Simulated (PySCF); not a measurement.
Start geometry of `C[Se][Se]C` (dimethyl diselenide) from GFN2-xTB (Å):
```
atom  x, y, z in Å
C1     2.0518   -0.0280    0.1168
Se2    0.7464    1.4892   -0.0012
Se3   -1.1163    0.5331    0.9508
C4    -1.9592   -0.2107   -0.6340
H5     2.9980    0.3771   -0.1970
H6     1.7190   -0.7940   -0.5613
H7     2.0794   -0.3622    1.1376
H8    -2.0753    0.5724   -1.3847
H9    -1.4179   -1.0424   -1.0001
H10   -2.9754   -0.5554   -0.3008
```

What comes out of this run: PBE0-D3(BJ)/def2-SVP geometry optimisation, gas phase (PySCF)?

```
atom  x, y, z in Å
C1     2.007    0.021   -0.008
Se2    0.759    1.518    0.046
Se3   -1.065    0.507    1.050
C4    -1.965   -0.229   -0.516
H5     2.936    0.408   -0.454
H6     1.614   -0.790   -0.634
H7     2.209   -0.341    1.008
H8    -2.198    0.574   -1.227
H9    -1.347   -0.999   -0.994
H10   -2.899   -0.682   -0.152
```

The energy falls by 9.4 kJ/mol over 8 energy and gradient evaluations, the largest force component goes from 0.0306 to 1.3e-04 Eh/bohr, and the atoms move by 0.078 Å rms after alignment. The bond that changes most is C1–Se2 (ends: sp3 carbon bound to selenium; selenium bonded to C and Se), which shortens by 0.055 Å. Bonds longer at the end by more than 0.005 Å: 7 of 9; shorter: 2. Among the angles that change most is Se2–C1–H6, from 107.5° to 110.7°. Rotational constants go from 5174, 1455, 1426 to 5210, 1462, 1413 MHz. The orientation of the end geometry is arbitrary; only internal coordinates are fixed.

The run used 122 basis functions and 46 SCF cycles in all.

No frequency check. The numbers are those of one conformer.
